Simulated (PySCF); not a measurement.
Run record for `CN(C)[SiH3]`: wB97X-D/6-311+G(2d,p), grid level 1, full TDDFT, 6 singlets.

Method: TDDFT wB97X-D/6-311+G(2d,p), vertical, gas phase, core orbitals frozen in the response (PySCF 2.14.0, density-fitted response routines). Geometry: GFN2-xTB. The command runs a driver script over a list of jobs; the input below is this job's line of settings and its coordinates in Å.

Command:
```bash
OMP_NUM_THREADS=1 python probes_run.py task.json out
```

Input:
```
{"job": {"kind": "uv", "xc": "wB97X-D", "basis": "6-311+G(2d,p)", "nstates": 6, "ntriplets": 2, "tda": false, "grid": 1}, "charge": 0, "multiplicity": 1}
C     -0.370657     1.360522     0.457868
N     -0.024886     0.085866    -0.117056
C     -1.183536    -0.741000    -0.337760
Si     1.536855    -0.600119     0.099633
H     -1.088891     1.876217    -0.187042
H     -0.825532     1.253652     1.451294
H      0.520074     1.976398     0.551451
H     -1.897603    -0.214979    -0.979051
H     -0.887899    -1.665260    -0.827490
H     -1.693841    -0.992475     0.601264
H      1.800107    -1.203257     1.419572
H      1.640621    -1.640955    -0.922137
H      2.470801     0.505876    -0.106866
```

What does the run print?

```
final grid: 44144 points
cycle   1  E = -425.8480696837  dE =  2.389e-01  |g| = 3.105e-01  |ddm| = 2.583e+00
cycle   2  E = -425.8533632827  dE = -5.294e-03  |g| = 2.938e-01  |ddm| = 4.322e-01
cycle   3  E = -425.8702773796  dE = -1.691e-02  |g| = 4.386e-02  |ddm| = 2.042e-01
cycle   4  E = -425.8707131416  dE = -4.358e-04  |g| = 1.095e-02  |ddm| = 4.468e-02
cycle   5  E = -425.8707376109  dE = -2.447e-05  |g| = 2.422e-03  |ddm| = 1.336e-02
cycle   6  E = -425.8707394836  dE = -1.873e-06  |g| = 8.099e-04  |ddm| = 4.133e-03
cycle   7  E = -425.8707397334  dE = -2.498e-07  |g| = 1.882e-04  |ddm| = 1.629e-03
cycle   8  E = -425.8707397564  dE = -2.302e-08  |g| = 4.526e-05  |ddm| = 5.745e-04
cycle   9  E = -425.8707397584  dE = -1.991e-09  |g| = 1.162e-05  |ddm| = 1.831e-04
cycle  10  E = -425.8707397585  dE = -1.435e-10  |g| = 3.908e-06  |ddm| = 4.350e-05
converged SCF energy = -425.8707397585

Static polarisability (au): isotropic 59.202, principal 53.528 59.538 64.540

Singlet excitations
state   eV       nm        f      main configurations
  1   5.5661    222.7   0.00956   H->L 0.70, H->L+1 0.15
  2   6.3985    193.8   0.04255   H->L+1 0.39, H->L+4 0.26, H->L 0.24
  3   6.6265    187.1   0.00190   H->L+2 0.50, H->L+7 0.30, H->L+5 0.11
  4   6.7608    183.4   0.04369   H->L+3 0.79, H->L+6 0.09
  5   6.8851    180.1   0.00026   H->L+4 0.53, H->L+1 0.32
  6   7.0608    175.6   0.00248   H->L+7 0.51, H->L+2 0.41

Triplet excitations (Tamm-Dancoff, eV): 5.4447 6.1846
```

H and L stand for HOMO and LUMO; the number after each pair is its weight.

How does the lowest singlet excitation compare with the HOMO–LUMO gap?

HOMO -8.19 eV and LUMO 1.58 eV give a gap of 9.77 eV; S1 at 5.57 eV lies 4.20 eV below it.

Give the mean polarisability as a volume in Å³, and the ratio of the largest to the smallest principal value.

59.202 au × 0.148185 = 8.77 Å³; 64.540/53.528 = 1.21.

In short: SCF converged in 10 cycles with 170 basis and 603 fitting functions; HOMO -8.19 eV, LUMO 1.58 eV; lowest singlet 5.57 eV; lowest triplet 5.44 eV (Tamm–Dancoff); mean polarisability 59.2 au.

All basis functions are spherical, in the Pople sets too.

On one thread, Arm Neoverse N1 (aarch64), shared host with 64 logical CPUs at a one-minute load of 45, this took 20 s of wall time and 0.71 GiB of memory at its peak.

wB97X-D is run here without its empirical dispersion term; that term would change no orbital, density or response property at a fixed geometry.
